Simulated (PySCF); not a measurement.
**From a computed spectrum to the compound**

A species of 7 atoms with charge 0 has these harmonic modes (PBE0, small Gaussian bases with core potentials, PySCF 2.14.0):

```json
{"cm⁻¹": "65", "km/mol": "3.0", "symmetry": "e"}
{"cm⁻¹": "65", "km/mol": "3.0", "symmetry": "e"}
{"cm⁻¹": "69", "km/mol": "9.0", "symmetry": "a1"}
{"cm⁻¹": "131", "km/mol": "0.2", "symmetry": "e"}
{"cm⁻¹": "131", "km/mol": "0.2", "symmetry": "e"}
{"cm⁻¹": "134", "km/mol": "0.0", "symmetry": "a2"}
{"cm⁻¹": "218", "km/mol": "2.0", "symmetry": "e"}
{"cm⁻¹": "218", "km/mol": "2.0", "symmetry": "e"}
{"cm⁻¹": "240", "km/mol": "8.5", "symmetry": "a1"}
{"cm⁻¹": "420", "km/mol": "104.8", "symmetry": "e"}
{"cm⁻¹": "420", "km/mol": "104.8", "symmetry": "e"}
{"cm⁻¹": "446", "km/mol": "51.9", "symmetry": "a1"}
{"cm⁻¹": "2160", "km/mol": "576.5", "symmetry": "e"}
{"cm⁻¹": "2160", "km/mol": "576.5", "symmetry": "e"}
{"cm⁻¹": "2182", "km/mol": "155.9", "symmetry": "a1"}
```

Which species is it, and in which structure?

Bi(NC)3 (singlet):
```xyz
7

Bi    0.0000    0.0000    0.3685
N     1.8211    0.0000   -0.7681
C     2.9051    0.0000   -1.2429
N    -0.9105    1.5771   -0.7681
C    -1.4525    2.5159   -1.2429
N    -0.9105   -1.5771   -0.7681
C    -1.4526   -2.5159   -1.2429
```
Ideal gas at 298.15 K and 1 bar: S = 417.4 J/(mol K), Cp = 122.5 J/(mol K), H − H(0 K) = 27.9 kJ/mol (rigid rotor, harmonic modes, spin degeneracy alone). 
 The answer isn't unique; the calculation gave this one.
